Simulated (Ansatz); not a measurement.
C₁₀H₂₆GeN₂⁻, that is GeMe2(NEt2)2 with one electron more. Charge -1, multiplicity 2. Geometry PBE-D4/def2-SVP, that of the neutral singlet; atoms count from 1.

```xyz
39

Ge    0.4199    0.9185   -0.4495
C     0.1966    2.7206    0.3100
H     1.1733    3.2146    0.4850
H    -0.3570    2.6805    1.2683
H    -0.3841    3.3388   -0.4026
C     1.4735    0.9585   -2.1111
H     1.5513   -0.0546   -2.5517
H     2.4950    1.3177   -1.8774
H     1.0284    1.6389   -2.8643
N    -1.1933    0.0905   -0.8533
C    -2.1059   -0.2591    0.2236
C    -3.2229    0.7638    0.4736
C    -1.6492   -0.1624   -2.2106
C    -1.4984   -1.6223   -2.6610
H    -1.5087   -0.3912    1.1536
H    -2.5627   -1.2592    0.0260
H    -2.8035    1.7453    0.7770
H    -3.8327    0.9303   -0.4391
H    -3.9110    0.4216    1.2748
H    -2.7174    0.1452   -2.3223
H    -1.0920    0.4912   -2.9152
H    -0.4306   -1.9236   -2.6712
H    -2.0324   -2.3132   -1.9759
H    -1.9118   -1.7773   -3.6804
N     1.1993   -0.1336    0.8661
C     1.3484   -1.5623    0.6380
C     2.7483   -1.9902    0.1770
C     1.7009    0.3890    2.1263
C     0.7508    0.1880    3.3154
H     0.5952   -1.8725   -0.1209
H     1.0783   -2.1280    1.5627
H     3.0068   -1.5226   -0.7954
H     3.5261   -1.6876    0.9090
H     2.8146   -3.0920    0.0581
H     2.6878   -0.0753    2.3662
H     1.9179    1.4730    2.0170
H    -0.1997    0.7390    3.1596
H     0.4956   -0.8836    3.4508
H     1.2054    0.5458    4.2636
```

Single mean-field runs in def2-TZVP are fitted with def2-universal-jkfit. The highest occupied level of the charge -1 doublet lies above zero (up to 2.85 eV). By energy differences it is unbound by 1.73 eV (vertical, to the charge 0 singlet, at PBE0-D4/def2-TZVP) and held by the finite basis.

**Question.** Estimate the Mulliken populations of the heavy atoms from the PBE0/def2-TZVP orbitals of Ansatz.

**Answer.** 
```json
{"atom": "Ge1", "charge (e)": "0.07", "spin (α − β)": "0.25"}
{"atom": "C2", "charge (e)": "0.05", "spin (α − β)": "-0.54"}
{"atom": "C6", "charge (e)": "0.05", "spin (α − β)": "-0.54"}
{"atom": "N10", "charge (e)": "-0.21", "spin (α − β)": "0.02"}
{"atom": "C11", "charge (e)": "-0.06", "spin (α − β)": "-0.04"}
{"atom": "C12", "charge (e)": "-0.21", "spin (α − β)": "-0.14"}
{"atom": "C13", "charge (e)": "-0.01", "spin (α − β)": "-0.06"}
{"atom": "C14", "charge (e)": "-0.18", "spin (α − β)": "-0.18"}
{"atom": "N25", "charge (e)": "-0.21", "spin (α − β)": "0.02"}
{"atom": "C26", "charge (e)": "-0.04", "spin (α − β)": "-0.05"}
{"atom": "C27", "charge (e)": "-0.22", "spin (α − β)": "-0.13"}
{"atom": "C28", "charge (e)": "-0.02", "spin (α − β)": "-0.06"}
{"atom": "C29", "charge (e)": "-0.17", "spin (α − β)": "-0.18"}
```
Mulliken values and Mayer orders depend strongly on the basis.

**Question.** Where does the spin sit?

**Answer.** Summed by element: Ge 0.25, C -1.93, H 2.63, N 0.04, of 1 unpaired in all. Largest on single atoms: C6 -0.54, C2 -0.54, Ge1 0.25.

**Question.** And the Mayer bond orders between bonded heavy atoms (over 0.3)?

**Answer.** Ge1–C2 0.50 (1.97 Å); Ge1–C6 0.51 (1.97 Å); Ge1–N10 1.06 (1.86 Å); Ge1–N25 1.07 (1.86 Å); N10–C11 0.98 (1.45 Å); N10–C13 1.00 (1.45 Å); C11–C12 1.03 (1.54 Å); C13–C14 1.04 (1.54 Å); N25–C26 0.98 (1.45 Å); N25–C28 1.00 (1.45 Å); C26–C27 1.04 (1.53 Å); C28–C29 1.04 (1.54 Å). Values over 0.3 also appear between atoms too far apart for a bond (C2–C6 0.54 at 3.26 Å); they arise where an orbital or an unpaired electron spreads over both atoms.
